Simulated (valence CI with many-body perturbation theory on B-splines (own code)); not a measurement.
Which ion has this spectrum?

A relativistic CI+MBPT calculation for an atom or ion with 6 electrons gives these levels (× 10³ cm⁻¹):

| J | Parity | E | g |
| --- | --- | --- | --- |
| 0 | even | 0.00 |  |
| 1 | even | 4342.4 | 1.48 |
| 2 | even | 4478.3 | 1.16 |
| 2 | odd | 6096.5 | 1.54 |
| 1 | odd | 6647.6 | 1.10 |
| 2 | even | 8942.6 | 1.30 |
| 0 | even | 9320.2 |  |
| 2 | odd | 10273 | 1.55 |
| 3 | odd | 10584 | 1.31 |
| 0 | odd | 10938 |  |
| 1 | odd | 11077 | 1.30 |
| 2 | odd | 11159 | 1.06 |
| 1 | odd | 11186 | 1.33 |
| 2 | even | 13029 | 1.32 |

The energies are calculated, and their last digits are not significant.

Which is it?
A. Ce52+
B. Nd54+
C. Eu57+
D. Sm56+

B. Nd54+, ground level (2s^2 2p1/2^2) J=0.
